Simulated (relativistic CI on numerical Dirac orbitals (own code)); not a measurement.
## Hyperfine structure of Gd²⁹⁺, mass number 155

Calculated at this level of theory: Dirac-Coulomb-Breit CI, orbitals from a KLI potential per configuration, a model potential for QED, unscaled Slater integrals (own radial code, finite nucleus).

CI space (outside the closed core [Ar] 3d10): 4s2.4p5, 4s.4p6, 4s2.4p4.4d, 4s.4p5.4d, 4s2.4p4.4f, 4s.4p5.4f, 4p6.4d, 4s.4p4.4d2, 4s2.4p3.4d.4f, 4p6.4f, 4p5.4d2, 4p4.4d3, 4p4.4d2.4f. Double excitations out of closed p, d and f shells are left out; levels of such configurations are missing from the list, as are those of other unlisted configurations, and high levels can miss mixing partners.

Nuclear spin I = 3/2, μ = -0.2591 μN, Q = 1.27 b (tables of Stone and Pyykkö). The electronic factors are computed for point nuclear moments, without core polarisation or the Bohr-Weisskopf and QED corrections.

```
            Level   E (eV)  A (MHz)  B (MHz)
  4s2.4p5 2P°_3/2    0.000    -5331   -76100
  4s2.4p5 2P°_1/2   41.696   -39110         
    4s.4p6 2S_1/2  108.798   -73490         
4s2.4p4.4d 4D_5/2  113.992    -3901    -5490
4s2.4p4.4d 2P_1/2  116.345   -16860         
4s2.4p4.4d 2D_3/2  123.432    -2567    34700
4s2.4p4.4d 4F_9/2  123.544    -2907    29400
```

Levels with J = 0, under 50 % of one LS term, or S terms without an open s electron are left out. Small factors come from cancelling terms and can be off by tens of per cent or more.

At this charge energies of transitions that change n are usually good to better than 1 %, and those within a shell (Δn = 0) to a few per cent.

Q: Give the hyperfine levels of 4s2.4p5 2P°_1/2 relative to its centre of gravity.

A: With K = F(F + 1) − I(I + 1) − J(J + 1), E = AK/2: F = 1: 48880, F = 2: -29330 MHz.

LS names give the leading component of a level, which can be under half, so a name can repeat, a term be missing and a line seem to break the LS rules.
